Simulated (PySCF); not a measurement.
Isomers of C5H3NO, one conformer each. Theory: core-valence-separated Tamm–Dancoff BHandHLYP/aug-pcX-1 (pcseg-1 on H) in PySCF, non-relativistic, gas phase, PBE0-D3(BJ)/def2-SVP geometry. Absolute energies from this functional tend to lie a few eV below measured edges; no shift was applied.

P. `o1ccc(c1)C#N`
Q. `c1ccoc1C#N`

Main lines, eV (oscillator strength):
1. C K: 283.1 (0.055), 283.8 (0.055), 283.8 (0.105), 284.2 (0.064), 284.9 (0.049); N K: 396.9 (0.066), 397.1 (0.055); O K: 532.5 (0.031), 535.5 (0.017), 536.5 (0.009), 536.9 (0.017), 537.3 (0.003)
2. C K: 283.7 (0.056), 283.9 (0.043), 284.0 (0.063), 284.1 (0.059), 284.1 (0.060); N K: 397.1 (0.122); O K: 532.7 (0.034), 536.8 (0.009), 536.9 (0.032), 537.3 (0.009)
Listed: the first five lines at most of each edge with a tenth or more of its strongest line's intensity; roots within 0.03 eV on the same or equivalent atoms are summed. Only the lowest roots were sought, and the top ones are left out.

Task: Which spectrum belongs to which isomer?

Result: 1 = Q, 2 = P.
- P: first C line listed at 283.7 eV, hole on the aromatic CH carbon (1s→π*); first N line listed at 397.1 eV, hole on the nitrile nitrogen; first O line listed at 532.7 eV, hole on the furan-type oxygen (1s→π*).
- Q: first C line listed at 283.1 eV, hole on the aromatic CH carbon (1s→π*); first N line listed at 396.9 eV, hole on the nitrile nitrogen; first O line listed at 532.5 eV, hole on the furan-type oxygen (1s→π*).

Task: What are the ground-state energies of the isomers at BHandHLYP/aug-pcX-1 (pcseg-1 on H), relative to the lowest?

Result: P 0.0, Q 8.0 kJ/mol (electronic energies on these geometries, no dispersion or zero-point terms).
